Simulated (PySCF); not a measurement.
gold atom (Au), doublet (core potentials on Au); REVPBE/def2-SVP in PySCF.

PySCF was given this input:
```python
from pyscf import gto, scf, dft

mol = gto.M(
    atom='''
Au    0.00000000    0.00000000    0.00000000
''',
    basis='def2-svp',
    ecp={'Au': 'def2-svp'},
    spin=1,
    verbose=4,
)

mf = dft.UKS(mol)
mf.xc = 'revpbe'
mf.kernel()
```

What the program printed (banner, timings and long lists left out):

```
PySCF version 2.14.0

[INPUT] verbose = 4
[INPUT] num. atoms = 1
[INPUT] num. electrons = 19
[INPUT] charge = 0
[INPUT] spin (= nelec alpha-beta = 2S) = 1
[INPUT] symmetry False subgroup None
[INPUT] Mole.unit = angstrom
[INPUT] Symbol           X                Y                Z      unit          X                Y                Z       unit  Magmom
[INPUT]  1 Au     0.000000000000   0.000000000000   0.000000000000 AA    0.000000000000   0.000000000000   0.000000000000 Bohr   0.0

nuclear repulsion = 0
number of shells = 12
number of NR pGTOs = 57
number of NR cGTOs = 32
basis = def2-svp
ecp = {'Au': 'def2-svp'}

******** <class 'pyscf.dft.uks.UKS'> ********
method = UKS
initial guess = minao
damping factor = 0
level_shift factor = 0
DIIS = <class 'pyscf.scf.diis.CDIIS'>
diis_start_cycle = 1
diis_space = 8
diis_damp = 0
SCF conv_tol = 1e-09
SCF conv_tol_grad = None
SCF max_cycles = 50
direct_scf = True
direct_scf_tol = 1e-13
number electrons alpha = 10  beta = 9
XC library pyscf.dft.libxc version 7.1.2
    S. Lehtola, C. Steigemann, M. J. T. Oliveira, and M. A. L. Marques,  SoftwareX 7, 1–5 (2018)
XC functionals = revpbe
    Y. Zhang and W. Yang,  Phys. Rev. Lett. 80, 890 (1998)
    J. P. Perdew, K. Burke, and M. Ernzerhof,  Phys. Rev. Lett. 77, 3865 (1996)
    J. P. Perdew, K. Burke, and M. Ernzerhof,  Phys. Rev. Lett. 78, 1396 (1997)
radial grids:
    Treutler-Ahlrichs [JCP 102, 346 (1995); DOI:10.1063/1.469408] (M4) radial grids

becke partition: Becke, JCP 88, 2547 (1988); DOI:10.1063/1.454033
pruning grids: <function nwchem_prune>
grids dens level: 3
symmetrized grids: False
atomic radii adjust function: <function treutler_atomic_radii_adjust>
small_rho_cutoff = 0
Set gradient conv threshold to 3.16228e-05
tot grids = 24312
init E= -124.19387455135

cycle= 1 E= -135.1454116592  delta_E=  -11  |g|= 1.04  |ddm|= 6.91

cycle= 2 E= -125.963407369327  delta_E= 9.18  |g|= 3.23  |ddm|= 5.04
cycle= 3 E= -135.751103851104  delta_E= -9.79  |g|= 0.245  |ddm|= 4.13
cycle= 4 E= -135.786860306956  delta_E= -0.0358  |g|= 0.0786  |ddm|= 0.794
cycle= 5 E= -135.790088420384  delta_E= -0.00323  |g|= 0.00475  |ddm|= 0.119
cycle= 6 E= -135.790099824319  delta_E= -1.14e-05  |g|= 0.0002  |ddm|= 0.00727
cycle= 7 E= -135.790099849259  delta_E= -2.49e-08  |g|= 3.82e-05  |ddm|= 0.000564
cycle= 8 E= -135.790099850531  delta_E= -1.27e-09  |g|= 2.12e-06  |ddm|= 0.000144
cycle= 9 E= -135.790099850536  delta_E= -4.86e-12  |g|= 3.62e-07  |ddm|= 9.96e-06
Extra cycle  E= -135.790099850536  delta_E= -8.53e-14  |g|= 4.24e-07  |ddm|= 1.26e-06
converged SCF energy = -135.790099850536  <S^2> = 0.75152746  2S+1 = 2.0015269
```
